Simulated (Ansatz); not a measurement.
C2H2BrIO (`BrC1(I)CO1`), 7 atoms. Charge 0, multiplicity 1. Correlated methods include outer-core shells of Br, I, which these sets cover unevenly. Scalar relativity is left out up to krypton. I: def2 effective core potential. All runs use 4 threads of an Intel Xeon Platinum 8259CL on a shared host. Correlated methods freeze the cores.

Problem. Give the basis size and wall time and peak host memory of each of these runs in Ansatz. RHF-CCSD(T)/def2-SVP energy; RKS PBE-D4/def2-TZVPP energy and forces; direct RPA on PBE orbitals/def2-TZVPP energy; RKS B3LYP-D4/def2-TZVPP energy and forces; RKS PBE0-D4/def2-QZVPP energy; RKS PBE0-D4/def2-SVP energy; RHF-MP2/def2-QZVPP energy; RHF-CCSD(T)/def2-TZVPP energy; RKS CAM-B3LYP-D4/def2-TZVPP energy; RKS PBE0-D4/def2-TZVP relaxation (6 steps); RKS ωB97M-V/def2-SVP energy; RKS PBE0-D4/def2-TZVP frequencies. (An estimate is asked.)

Solution. Computed: Other jobs shared the machine, so times are rough.

| level | job | functions | wall time | peak host memory (GiB) |
| --- | --- | --- | --- | --- |
| RKS PBE0-D4/def2-SVP | energy | 110 | 1.6 s | 0.29 |
| RKS PBE-D4/def2-TZVPP | energy and forces | 219 | 2.7 s | 0.31 |
| RKS CAM-B3LYP-D4/def2-TZVPP | energy | 219 | 4 s | 0.81 |
| RKS ωB97M-V/def2-SVP | energy | 110 | 5.5 s | 0.4 |
| direct RPA on PBE orbitals/def2-TZVPP | energy | 219 | 5.5 s | 0.59 |
| RKS B3LYP-D4/def2-TZVPP | energy and forces | 219 | 5.5 s | 0.73 |
| RKS PBE0-D4/def2-QZVPP | energy | 402 | 9.5 s | 1.6 |
| RHF-CCSD(T)/def2-SVP | energy | 110 | 9.5 s | 0.62 |
| RHF-MP2/def2-QZVPP | energy | 402 | 22 s | 2.2 |
| RKS PBE0-D4/def2-TZVP | relaxation (6 steps) | 203 | 31 s | 0.69 |
| RKS PBE0-D4/def2-TZVP | frequencies | 203 | 2.3 min | 0.7 |
| RHF-CCSD(T)/def2-TZVPP | energy | 219 | 2.6 min | 4.1 |

B3LYP here is the variant with VWN-RPA as its local correlation; programs differ in this.
